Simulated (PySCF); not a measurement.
wavenumber (cm⁻¹), absorption (km/mol per cm⁻¹) and a bar:
```
        0      0.001 
       42      0.002 
       83      0.002 
      125      0.002 
      167      0.002 
      208      0.003 
      250      0.003 
      292      0.004 
      333      0.005 
      375      0.006 
      417      0.008 
      459      0.010 
      500      0.014 #
      542      0.022 #
      584      0.035 ##
      625      0.069 ###
      667      0.175 ########
      709      0.628 ##############################
      750      0.452 ######################
      792      0.132 ######
      834      0.057 ###
      875      0.031 #
      917      0.019 #
      959      0.013 #
     1000      0.010 
     1042      0.007 
     1084      0.006 
     1125      0.005 
     1167      0.004 
     1209      0.003 
     1250      0.003 
     1292      0.002 
     1334      0.002 
     1376      0.002 
     1417      0.002 
     1459      0.001 
     1501      0.001 
     1542      0.001 
     1584      0.001 
     1626      0.001 
     1667      0.001 
     1709      0.001 
     1751      0.001 
     1792      0.001 
     1834      0.001 
     1876      0.001 
     1917      0.001 
     1959      0.001 
     2001      0.002 
     2042      0.003 
     2084      0.006 
     2126      0.020 #
     2167      0.042 ##
     2209      0.012 #
     2251      0.005 
     2293      0.002 
     2334      0.002 
     2376      0.001 
     2418      0.001 
     2459      0.001
```

This is the computed harmonic infrared spectrum of singlet SbH₄⁺, Lorentzian lines of 61 cm⁻¹ full width. All numbers come from PBE0 in PySCF with Sb def2-TZVP with ECP28, H def2-TZVP; scalar-relativistic core potentials, no spin–orbit coupling; density-fitted integrals.

Which bands make it up, and how are they assigned?

In Td symmetry, counting bands above 1 % of the strongest: 724 cm⁻¹ (t2, bend, 75 km/mol); 2160 cm⁻¹ (t2, stretch, 4.2 km/mol).

Only a few start shapes were tried, so a lower isomer may exist.
